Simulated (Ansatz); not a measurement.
Reactions of C2H8ClGeNSi (`C=C[N]([GeH3])[SiH2]Cl`).

Computed with Ansatz on PBE0-D4/def2-TZVP structures; ΔE is electronic, products minus reactants. CCSD(T)/CBS is the MP2 limit (def2-TZVPP, def2-QZVPP) plus CCSD(T) − MP2 in def2-TZVPP, frozen cores. This one scheme is used for every species. For Ge, Se outer-core shells are correlated without core-valence functions, which leaves a few kJ/mol of doubt a bond. Scalar relativity is left out up to krypton. Each species was taken in one conformer, which may not be the lowest.

Question: Order these by ΔE at CCSD(T)/CBS, lowest first. (An estimate is asked.)
A. `C=C[N]([GeH3])[SiH2]Cl` + `N=C[SeH]` → `C=C[Se]C=N` + `Cl[SiH2][NH][GeH3]`
B. `C=C[N]([GeH3])[SiH2]Cl` + `[SH][GeH3]` → `[GeH3][S][GeH3]` + `C=CN[SiH2]Cl`
C. `C=C[N]([GeH3])[SiH2]Cl` + `C=C=N` → `C=C=N[SiH2]Cl` + `C=C[NH][GeH3]`

Answer: B (-9.2 kcal/mol), A (-1.8 kcal/mol), C (+1.2 kcal/mol).

Largest T1 diagnostic: 0.015, for `C=C=N`.
